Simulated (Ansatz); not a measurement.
dimethyl carbonate (C$_{3}$H$_{6}$O$_{3}$), singlet, at a GFN2-xTB geometry. Base run: MP2/def2-SV(P) run with Ansatz (a quantum-chemistry and plane-wave program).

Ansatz was given this input:
Ansatz 0.2 input:
```yaml
crystal:
  periodic: [false, false, false]
  atoms:
    - {symbol: C, position_ang: [2.32517331, 0.09994214, 0.05033470]}
    - {symbol: O, position_ang: [1.10482066, -0.54437804, 0.39359877]}
    - {symbol: C, position_ang: [-0.00225252, 0.06041020, -0.03827659]}
    - {symbol: O, position_ang: [-0.04037348, 1.07614926, -0.67209545]}
    - {symbol: O, position_ang: [-1.06015611, -0.65053184, 0.35332550]}
    - {symbol: C, position_ang: [-2.32406787, -0.12639913, -0.03399431]}
    - {symbol: H, position_ang: [2.33572923, 1.12457047, 0.42682949]}
    - {symbol: H, position_ang: [3.11149818, -0.48764306, 0.51637074]}
    - {symbol: H, position_ang: [2.45383247, 0.12126973, -1.03361495]}
    - {symbol: H, position_ang: [-3.06483642, -0.80965771, 0.37240314]}
    - {symbol: H, position_ang: [-2.40104093, -0.07929089, -1.12196490]}
    - {symbol: H, position_ang: [-2.46262854, 0.87711717, 0.37296294]}
basis:
  gaussian:
    orbitals: def2-SV_P_.json
magnetization: {spin_polarized: false}
correlation: {method: mp2}
```
The basis file holds def2-SV(P) in the JSON format of the Basis Set Exchange.

The base run was repeated with changes; each row names its change, and settings that it needs were set with it.

```
change                                                             ΔE vs base (mEh)  MP2 correlation (Eh)  basis functions
-----------------------------------------------------------------  ----------------  --------------------  ---------------
base                                                                          0.000              -0.90660               96
accuracy = high                                                              -0.018              -0.90661               96
reference functional = pbe0                                              (withheld)                     -               96
method = bccd_t                                                             -65.637              -0.90660               96
method = ccsd                                                               -38.505              -0.90660               96
lower_state_search = off                                                      0.000              -0.90660               96
fitting = cc-pVTZ-JKFIT (mean field), cc-pVTZ-RIFIT (correlation)             0.211              -0.90652               96
electrons = all                                                          (withheld)            (withheld)               96
method = ccsd_t                                                             -65.342              -0.90660               96
method = rpa                                                             (withheld)                     -               96
```

Question: Fill in the missing entries.

Answer: 
- reference functional = pbe0, ΔE vs base (mEh): -33.877
- electrons = all, ΔE vs base (mEh): -15.051
- electrons = all, MP2 correlation (Eh): -0.92165
- method = rpa, ΔE vs base (mEh): -90.056
